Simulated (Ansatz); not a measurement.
A run for Ansatz (a program for electronic structure): R-B3LYP/def2-TZVPPD on ClH5OSi (a complex), monomers drawn apart or pushed together. Files ending in .json are basis or fitting sets from the Basis Set Exchange.

Ansatz 0.2 input:
```yaml
crystal:
  periodic: [false, false, false]
  atoms:
    - {symbol: O, position_ang: [0.19409571, -0.24297724, -0.15294749]}
    - {symbol: H, position_ang: [1.11836467, -0.32533300, -0.41005480]}
    - {symbol: H, position_ang: [0.13561133, 0.59976545, 0.31296692]}
    - {symbol: Si, position_ang: [-0.57396291, -0.88151260, 5.48969932]}
    - {symbol: Cl, position_ang: [-0.29607730, 1.18314932, 5.47102697]}
    - {symbol: H, position_ang: [-0.80284591, -1.25306230, 6.90123263]}
    - {symbol: H, position_ang: [0.65310164, -1.52503094, 4.99094951]}
    - {symbol: H, position_ang: [-1.75143355, -1.20923943, 4.67157054]}
basis:
  gaussian:
    orbitals: def2-TZVPPD.json
hamiltonian:
  xc: {name: B3LYP}
scf: {lower_state_search: off}
```

What total energy does the run end on?

-828.0687 hartree.
